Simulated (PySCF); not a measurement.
Al(H)2(NEtMe) (C₃H₁₀AlN), SMILES CC[N](C)[AlH2].

The structure is a stationary point at B3LYP-D3(BJ)/def2-SVP. One conformer was computed; it need not be the lowest.

These are TDDFT-CAM-B3LYP/def2-SVPD (PySCF 2.14.0) values and carry that method's errors.

Vertical excitations. Gas-phase values at a fixed geometry.

```
state  energy (eV)  λ (nm)      f                                                              main pairs
-----  -----------  ------  -----  ----------------------------------------------------------------------
S1            5.18     240  0.140                                                          HOMO→LUMO 98 %
S2            5.97     208  0.012                                      HOMO→LUMO+1 72 %, HOMO→LUMO+2 16 %
S3            6.19     200  0.000                                                        HOMO−1→LUMO 98 %
S4            6.71     185  0.024                                                        HOMO→LUMO+3 83 %
S5            6.92     179  0.000  HOMO→LUMO+2 49 %, HOMO→LUMO+4 18 %, HOMO→LUMO+5 15 %, HOMO→LUMO+1 11 %
S6            7.08     175  0.032                                                        HOMO−2→LUMO 87 %
S7            7.13     174  0.004   HOMO→LUMO+5 50 %, HOMO→LUMO+2 21 %, HOMO→LUMO+4 12 %, HOMO→LUMO+1 8 %
S8            7.25     171  0.043                                      HOMO→LUMO+4 63 %, HOMO→LUMO+5 25 %
S9            7.39     168  0.045                                                        HOMO→LUMO+6 90 %
S10           7.85     158  0.001                                                        HOMO→LUMO+7 88 %
T1            4.17     297      0                                                          HOMO→LUMO 95 %
T2            5.68     218      0                                                        HOMO−1→LUMO 96 %
T3            5.73     217      0                    HOMO→LUMO+1 53 %, HOMO→LUMO+3 21 %, HOMO→LUMO+2 18 %
T4            6.44     193      0                                      HOMO→LUMO+3 57 %, HOMO→LUMO+1 25 %
```
Triplets are in the Tamm–Dancoff approximation, which puts them higher than full response would, so one can lie above its singlet here.
